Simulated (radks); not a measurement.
Task: Species: Re16+. Configuration: [Kr] 4d10 4f11 5s2. Method: scalar-relativistic Kohn-Sham, LDA (Slater exchange, VWN5 correlation), spin-polarised, spherical densities, finite nucleus; open shells are filled with parallel spins first (spin-orbit coupling, left out, can overturn this in heavy ions); Fermi nuclear charge, rms radius 5.3698 fm; computed with a radial shooting solver on a logarithmic mesh with Libxc functionals. Some entries of the table are withheld. Estimate them.

orbital  occ.  eigenvalue (hartree)  <r^2> (bohr^2)  <1/r> (bohr^-1)
1s down     1             -2644.028       0.0004486            88.65
1s up       1             -2644.027       0.0004486            88.65
2s up       1             -469.6888        0.006885            20.74
2s down     1             -469.6844        0.006884            20.74
2p up       3             -411.9043        0.005710            18.75
2p down     3             -411.9010        0.005710            18.75
3s up       1             -119.0988         0.04462            7.685
3s down     1             -119.0150         0.04459            7.689
3p up       3             -102.0484         0.04541            7.084
3p down     3             -101.9643         0.04537            7.088
3d up       5             -82.65104         0.03762            6.691
3d down     5             -82.58538         0.03757            6.694
4s up       1             -35.13783          0.2149            3.311
4s down     1             -34.99750          0.2151            3.309
4p up       3             -29.46610          0.2421              (1)
4p down     3             -29.33089          0.2425              (2)
4d up       5             -22.34417          0.2716            2.721
4d down     5             -22.21306          0.2724            2.717
4f up       7             -14.36956          0.3090            2.359
5s up       1             -14.35612          0.9022            1.522
5s down     1             -14.29389          0.9070            1.517
4f down     4             -14.23619          0.3116            2.352

Result: 
(1) 4p up <1/r> (bohr^-1): 3.019
(2) 4p down <1/r> (bohr^-1): 3.016
